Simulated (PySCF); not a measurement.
MgI2, SMILES [I][Mg][I].

Geometry: B3LYP-D3(BJ)/def2-TZVP. The def2 effective core potentials stand for the cores of I; spin–orbit coupling is left out.

Calculation: M06-2X/def2-TZVPD in PySCF.

The molecule is in vacuum.

```
Item                                                                                                            Result
---------------------------------------------------------------------------------------------  -----------------------
total energy                                                                                        -795.47099 hartree
point group                                                                                                        D∞h
highest occupied level                                                                                        -8.90 eV
lowest empty level                                                                                            -1.59 eV
orbital gap                                                                                                    7.31 eV
dipole moment                                                                                                   0.00 D
quadrupole, principal values (traceless, Buckingham form, about the centre of nuclear charge)   -11.57, 5.78, 5.78 D·Å
mean static polarisability                                                                       96.5 bohr³ (14.30 Å³)
polarisability, principal values                                                               79.4, 79.4, 130.7 bohr³
```
